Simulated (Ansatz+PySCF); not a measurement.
singlet SF6: levels of theory in one basis

```xyz
7

S     0.0000    0.0000    0.0000
F     1.5807    0.0000    0.0000
F    -1.5807    0.0000    0.0000
F     0.0000    1.5807    0.0000
F     0.0000   -1.5807    0.0000
F     0.0000    0.0000    1.5807
F     0.0000    0.0000   -1.5807
```

Basis set: def2-SVP (spherical functions). Correlated methods keep 11 orbitals frozen. Charge 0, multiplicity 1.

Computed with Ansatz (development build ahead of 0.2.0); each method stands on the lowest determinant of its kind that the runs found. NEVPT2 correlates all electrons. Active spaces start from the frontier orbitals, and the lowest solution found is given.

| method | E − E(RHF) (eV) | <S²> of the determinant |
| --- | --- | --- |
| RHF | 0.00 | 0.00 |
| CASSCF(2,2) | -0.65 | – |
| SC-NEVPT2(2,2) | -35.42 | – |

Task: What does RHF-MP2 give on the same scale?

Result: -35.07 eV.

Task: Is a single determinant a sound starting point here?

Result: By this sign, yes. Unrestricted orbitals gain 0.00 eV and <S²> is 0.00 against 0.00 for a pure state. The CASSCF(2,2) natural occupations are 1.98, 0.02.
